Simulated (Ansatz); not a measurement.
Mulliken charges of BH3O2Si, SMILES `O[SiH]1BO1` from r2SCAN/def2-TZVPP in Ansatz (PBE0-D4/def2-TZVP geometry).

| atom | x (Å) | y (Å) | z (Å) | charge (e) |
| --- | --- | --- | --- | --- |
| O1 | -1.085 | 0.702 | -1.140 | -0.400 |
| Si2 | -0.027 | 0.468 | 0.083 | 0.496 |
| B3 | 1.232 | -0.933 | 0.101 | 0.055 |
| O4 | 0.041 | -1.154 | 0.697 | -0.283 |
| H5 | -1.933 | 1.101 | -0.934 | 0.205 |
| H6 | -0.336 | 1.400 | 1.192 | -0.084 |
| H7 | 2.169 | -1.652 | -0.044 | 0.012 |

Problem. By hand: the dipole of these point charges (1 e Å = 4.8032 D).

Solution. Σ q r = (0.135, 0.315, 0.013) e Å, of length 0.343 e Å = 1.65 D.

Problem. How does the dipole of the full density compare? (Estimate.)

Solution. Computed: (-0.202, 0.314, 0.047) e Å, 1.81 D; the point charges give 0.91 times that, at 56° from its direction.

Point charges leave out the atoms' own dipoles, such as those of lone pairs, and Mulliken's split depends on the basis, so the two needn't agree.
